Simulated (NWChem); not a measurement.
System: LaCl$_{2}$F; SMILES [F][La]([Cl])[Cl]

Input file for NWChem:

```
start job
memory heap 200 mb stack 900 mb global 1100 mb
geometry units angstroms noautoz
  La    -0.096819     0.176110     0.000000
  F     -1.679071     1.583851     0.000000
  Cl     1.194124    -0.121634     2.256759
  Cl     1.194124    -0.121634    -2.256759
end
basis spherical
  * library def2-svpd
end
ecp
  La library def2-ecp
end
dft
  xc b3lyp
  iterations 150
end
tddft
  cis
  nroots 6
  notriplet
end
task tddft energy
```

Output (shortened):

```
             Northwest Computational Chemistry Package (NWChem) 7.3.0
             --------------------------------------------------------

 CS  symmetry detected

                             Geometry "geometry" -> ""
                             -------------------------

 Output coordinates in angstroms (scale by  1.889725989 to convert to a.u.)

  No.       Tag          Charge          X              Y              Z
 ---- ---------------- ---------- -------------- -------------- --------------
    1 La                  57.0000    -0.25324299    -0.15633068     0.00000000
    2 F                    9.0000    -2.30006180     0.38753406     0.00000000
    3 Cl                  17.0000     1.03339431     0.15950124    -2.25675900
    4 Cl                  17.0000     1.03339431     0.15950124     2.25675900

 Effective nuclear repulsion energy (a.u.)     594.1192827632

      Symmetry information
      --------------------

 Group name             Cs
 Group number              2
 Group order               2
 No. of unique centers     3

                                 NWChem DFT Module
                                 -----------------

 Summary of "ao basis" -> "ao basis" (spherical)
 ------------------------------------------------------------------------------
       Tag                 Description            Shells   Functions and Types
 ---------------- ------------------------------  ------  ---------------------
 La                        def2-svpd                13       35   6s4p2d1f
 F                         def2-svpd                 9       23   4s3p2d
 Cl                        def2-svpd                11       27   5s4p2d

      Symmetry analysis of basis
      --------------------------

        a'         67
        a"         45

            General Information
            -------------------
          SCF calculation type: DFT
          Wavefunction type:  closed shell.
          No. of atoms     :     4
          No. of electrons :    54
           Alpha electrons :    27
            Beta electrons :    27
          Charge           :     0
          Spin multiplicity:     1
          Use of symmetry is: off; symmetry adaption is: on
          Maximum number of iterations: 150
          AO basis - number of functions:   112
                     number of shells:    44
          Convergence on energy requested:  1.00D-06
          Convergence on density requested:  1.00D-05
          Convergence on gradient requested:  5.00D-04

[...]

                                NWChem TDDFT Module
                                -------------------

            General Information
            -------------------
           No. of orbitals :     224
            Alpha orbitals :     112
             Beta orbitals :     112
        Alpha frozen cores :       0
         Beta frozen cores :       0
     Alpha frozen virtuals :       0
      Beta frozen virtuals :       0
         Spin multiplicity :       1
    Number of AO functions :     112
        Use of symmetry is : off
      Symmetry adaption is : on
         Schwarz screening :  0.10D-07

              XC Information
              --------------
                  B3LYP Method XC Potential
              Hartree-Fock (Exact) Exchange   0.20
                 Slater Exchange Functional   0.80 local
             Becke 1988 Exchange Functional   0.72 non-local
       Lee-Yang-Parr Correlation Functional   0.81
           VWN I RPA Correlation Functional   0.19 local

             TDDFT Information
             -----------------
          Calculation type : Tamm-Dancoff TDDFT
         Wavefunction type : Restricted singlets
          No. of electrons :      54
           Alpha electrons :      27
            Beta electrons :      27
              No. of roots :       6
          Max subspacesize :    5200
            Max iterations :     100
               Target root :       1
           Target symmetry : none
      Symmetry restriction : off
                 Algorithm : Optimal
        Davidson threshold :  0.10D-03

    6 smallest eigenvalue differences (eV)
--------------------------------------------------------
  No. Spin  Occ  Vir  Irrep   E(Occ)    E(Vir)   E(Diff)
--------------------------------------------------------
    1    1   27   28 a"       -0.313    -0.110     5.524
    2    1   26   28 a'       -0.316    -0.110     5.612
    3    1   25   28 a'       -0.321    -0.110     5.729
    4    1   24   28 a"       -0.325    -0.110     5.856
    5    1   23   28 a"       -0.333    -0.110     6.077
    6    1   22   28 a'       -0.347    -0.110     6.451
--------------------------------------------------------

  Entering Davidson iterations
  Restricted singlet excited states

  Iter   NTrls   NConv    DeltaV     DeltaE      Time
  ----  ------  ------  ---------  ---------  ---------
    1      6       0     0.27E-01   0.10+100       14.9
    2     12       0     0.10E-01   0.14E-02       14.8
    3     18       0     0.48E-02   0.31E-03       14.6
    4     24       0     0.30E-02   0.75E-04       14.6
    5     30       1     0.18E-02   0.29E-04       14.8
    6     35       5     0.24E-02   0.27E-04       13.9
    7     36       5     0.17E-02   0.34E-04       10.0
    8     37       5     0.28E-03   0.49E-05       10.0
    9     38       6     0.90E-04   0.20E-06       10.0
  ----  ------  ------  ---------  ---------  ---------
  Convergence criterion met

  Ground state a'      -1051.787795484055 a.u.

  ----------------------------------------------------------------------------
  Root   1 singlet a"             0.168974958 a.u.                4.5980 eV
  ----------------------------------------------------------------------------
     Transition Moments    X -0.00000   Y  0.00000   Z -0.22851
     Dipole Oscillator Strength                    0.0058821802
     Electric Quadrupole                           0.0000000023
     Magnetic Dipole                               0.0000000795
     Total Oscillator Strength                     0.0058822620

[...]
```

Level: B3LYP/def2-SVPD with def2 effective core potentials on La, TDA. The geometry was optimised at PBE0/def2-SVP. No frequency run checked for a minimum. def2 effective core potentials on La; no spin-orbit coupling.
